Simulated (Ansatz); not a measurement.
`[OH][GeH]([Cl])[Cl]` at its PBE0-D4/def2-TZVP geometry, where that method's forces vanish. Total charge 0; spin multiplicity 1.

```tsv
atom	x (Å)	y (Å)	z (Å)
O1	0.955	-0.446	0.990
Ge2	-0.412	-0.054	-0.033
Cl3	-0.081	-0.815	-2.002
Cl4	-0.590	2.068	-0.213
H5	1.789	-0.092	0.669
H6	-1.660	-0.661	0.589
```

Task: For each bond, give half the difference of the two atoms' forces along it (eV/Å; positive pushes the atoms apart) under PBE-D4, r2SCAN-D4, B3LYP-D4, ωB97M-V in def2-TZVPP. (Estimate.)

Result: Ansatz gave: 
```csv
bond,length (Å),PBE-D4,r2SCAN-D4,B3LYP-D4,ωB97M-V
O1–Ge2,1.752,0.40,0.07,0.22,0.09
O1–H5,0.961,0.35,0.04,-0.04,-0.07
Ge2–Cl3,2.137,0.18,0.04,0.22,0.02
Ge2–Cl4,2.137,0.18,0.04,0.22,0.02
Ge2–H6,1.521,0.00,-0.07,-0.16,-0.17
```

B3LYP here is the variant with VWN-RPA as its local correlation; programs differ in this.
